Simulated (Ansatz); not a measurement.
Ga10P11H28, a nanocrystal cut from wurtzite GaP (hydrogen-capped). Total charge 0; doublet. Geometry PBE-D4/def2-SVP, that of the charge +1 singlet; atoms count from 1.

Cartesian coordinates in Å:
```
P 2.6316 2.8211 2.4017
Ga 0.1763 2.8860 1.9726
P 0.3710 3.0260 -2.4796
Ga -1.9882 2.9826 -3.2753
P 3.4656 1.2228 -0.7858
Ga 4.0759 1.1270 1.5385
Ga 1.1208 1.0686 -1.3769
P -0.1065 0.9324 0.6058
P -2.5283 0.8160 -2.3241
Ga -2.4603 0.7940 0.0611
P 2.8810 -0.8289 2.2664
Ga 0.5261 -1.0166 1.7270
P -0.8087 -1.1125 3.6811
P -3.1435 -1.3386 0.8856
Ga -3.2499 -1.4330 3.3086
P 0.8279 -0.8690 -2.6596
Ga -1.4364 -0.9468 -3.4702
Ga 1.8787 -2.6859 -1.4440
P 0.2519 -2.8866 0.3439
P -2.2499 -2.9554 -2.4158
Ga -2.0961 -3.2566 -0.0297
H 3.2685 4.0473 2.0323
H 2.9280 2.8552 3.8005
H 0.0020 4.1729 1.0826
H -0.4437 2.6197 3.3950
H 0.6474 4.0995 -1.5776
H 1.3108 3.3353 -3.5109
H -2.6986 4.1099 -2.4443
H -1.8333 2.8483 -4.8338
H 4.0155 2.4414 -1.2934
H 4.2386 0.2817 -1.5302
H 5.6094 1.1496 1.8472
H -3.9142 0.6389 -2.6422
H -3.2406 1.9946 0.7173
H 3.0625 -0.9042 3.6828
H 3.5865 -2.0049 1.8706
H -0.4966 0.0743 4.4133
H -0.2362 -2.0877 4.5551
H -4.5123 -1.4558 0.4787
H -3.9014 -0.1123 3.8538
H -3.4863 -2.9178 3.7675
H 1.6330 -0.6475 -3.8231
H -1.5359 -0.9797 -5.0354
H 3.1594 -2.0289 -0.7570
H 1.9037 -3.9915 -2.3163
H 0.6791 -3.9892 1.1518
H -3.6147 -3.1375 -2.7999
H -1.6812 -4.0927 -3.0700
H -2.5885 -4.6652 0.4543
```

Single mean-field runs in def2-SVP are fitted with def2-universal-jkfit.

Question: Estimate the Mulliken populations of the heavy atoms from the PBE0/def2-SVP orbitals of Ansatz.

Answer: 
```json
{"atom": "P1", "charge (e)": "-0.19", "spin (α − β)": "0.01"}
{"atom": "Ga2", "charge (e)": "0.19", "spin (α − β)": "0.06"}
{"atom": "P3", "charge (e)": "-0.16", "spin (α − β)": "0.02"}
{"atom": "Ga4", "charge (e)": "0.23", "spin (α − β)": "0.03"}
{"atom": "P5", "charge (e)": "-0.18", "spin (α − β)": "0.09"}
{"atom": "Ga6", "charge (e)": "0.36", "spin (α − β)": "0.02"}
{"atom": "Ga7", "charge (e)": "0.34", "spin (α − β)": "0.21"}
{"atom": "P8", "charge (e)": "-0.53", "spin (α − β)": "-0.04"}
{"atom": "P9", "charge (e)": "-0.37", "spin (α − β)": "0.00"}
{"atom": "Ga10", "charge (e)": "0.34", "spin (α − β)": "0.00"}
{"atom": "P11", "charge (e)": "-0.18", "spin (α − β)": "0.09"}
{"atom": "Ga12", "charge (e)": "0.34", "spin (α − β)": "0.21"}
{"atom": "P13", "charge (e)": "-0.16", "spin (α − β)": "0.02"}
{"atom": "P14", "charge (e)": "-0.37", "spin (α − β)": "0.00"}
{"atom": "Ga15", "charge (e)": "0.23", "spin (α − β)": "0.03"}
{"atom": "P16", "charge (e)": "-0.36", "spin (α − β)": "-0.02"}
{"atom": "Ga17", "charge (e)": "0.35", "spin (α − β)": "0.01"}
{"atom": "Ga18", "charge (e)": "0.22", "spin (α − β)": "0.03"}
{"atom": "P19", "charge (e)": "-0.36", "spin (α − β)": "-0.02"}
{"atom": "P20", "charge (e)": "-0.18", "spin (α − β)": "0.00"}
{"atom": "Ga21", "charge (e)": "0.35", "spin (α − β)": "0.01"}
```
Mulliken values depend strongly on the basis.

Question: Where does the spin sit?

Answer: Summed by element: P 0.15, Ga 0.61, H 0.24, of 1 unpaired in all. Largest on single atoms: Ga12 0.21, Ga7 0.21, P11 0.09.

Question: And the Mayer bond orders between heavy atoms (over 0.3)?

Answer: P1–Ga2 0.56 (2.49 Å); P1–Ga6 0.74 (2.39 Å); Ga2–P8 0.71 (2.40 Å); P3–Ga4 0.59 (2.49 Å); P3–Ga7 0.69 (2.37 Å); Ga4–P9 0.69 (2.43 Å); P5–Ga6 0.77 (2.40 Å); P5–Ga7 0.80 (2.42 Å); Ga6–P11 0.77 (2.40 Å); Ga7–P8 0.85 (2.34 Å); Ga7–P16 0.83 (2.34 Å); P8–Ga10 0.74 (2.42 Å); P8–Ga12 0.85 (2.34 Å); P9–Ga10 0.75 (2.39 Å); P9–Ga17 0.81 (2.37 Å); Ga10–P14 0.75 (2.39 Å); P11–Ga12 0.80 (2.42 Å); Ga12–P13 0.69 (2.37 Å); Ga12–P19 0.83 (2.34 Å); P13–Ga15 0.59 (2.49 Å); P14–Ga15 0.69 (2.43 Å); P14–Ga21 0.81 (2.37 Å); P16–Ga17 0.75 (2.41 Å); P16–Ga18 0.67 (2.43 Å); Ga17–P20 0.69 (2.41 Å); Ga18–P19 0.67 (2.43 Å); P19–Ga21 0.75 (2.41 Å); P20–Ga21 0.69 (2.41 Å).
